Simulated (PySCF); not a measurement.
**Continuum solvent and chemical shifts**

Bonds (- single, = double, # triple, : aromatic): C1=N2 1.266 Å, N2-C3 1.399 Å, C3=C4 1.342 Å, C3-O5 1.345 Å, O5-Si6 1.697 Å. C1 carries H7, H8; C4 carries H9, H10; Si6 carries H11, H12, H13. H7 is cis to C3; H10 is cis to N2; H8 is trans to C3; H9 is trans to N2.

GIAO PBE0/pcSseg-1 in PySCF 2.14 on one PBE0-D3(BJ)/def2-SVP conformer, non-relativistic, equivalent nuclei averaged. Solvents enter as an IEF-PCM continuum (dichloromethane with ε = 8.9, acetonitrile with ε = 35.7) around the gas-phase geometry. Shifts are referred to TMS computed in the same medium.

Gas phase, δ in ppm: C3 169.9, C1 156.1, C4 78.3, Si6 -36.9, H7 7.70, H8 7.08, H11/H12/H13 4.79, H10 4.05, H9 4.00. Dipole moment 2.28 D.

Problem. How does each δ change in the continuum?

Solution. 
| atoms | environment | Δδ, dichloromethane | Δδ, acetonitrile |
| --- | --- | --- | --- |
| C3 | alkene carbon bearing oxygen | +1.0 | +1.2 |
| C1 | C=N carbon | +8.0 | +9.3 |
| C4 | β carbon of an enol-ether or enamine type C=C | +0.1 | +0.2 |
| Si6 | silicon bonded to O, 3 H | -0.1 | -0.1 |
| H7 | hydrogen on a C=N carbon | +0.24 | +0.28 |
| H8 | hydrogen on a C=N carbon | +0.31 | +0.35 |
| H11/H12/H13 | hydrogen on a silicon bonded to O | -0.02 | -0.03 |
| H10 | hydrogen on a β carbon of an enol-ether or enamine type C=C | +0.20 | +0.24 |
| H9 | hydrogen on a β carbon of an enol-ether or enamine type C=C | +0.03 | +0.04 |

Changes are relative to the gas phase. The dipole moment becomes 2.94 D in dichloromethane, 3.05 D in acetonitrile.

Problem. Which of the listed nuclei move most (in ppm), and what does the model miss? (N and O are left out, as their reference compounds move with the solvent too.)

Solution. C1 (C=N carbon, +9.3 ppm) in acetonitrile. A continuum only polarises the solute; specific hydrogen bonds, the anisotropy of aromatic solvents and changes of geometry or conformer are outside it.
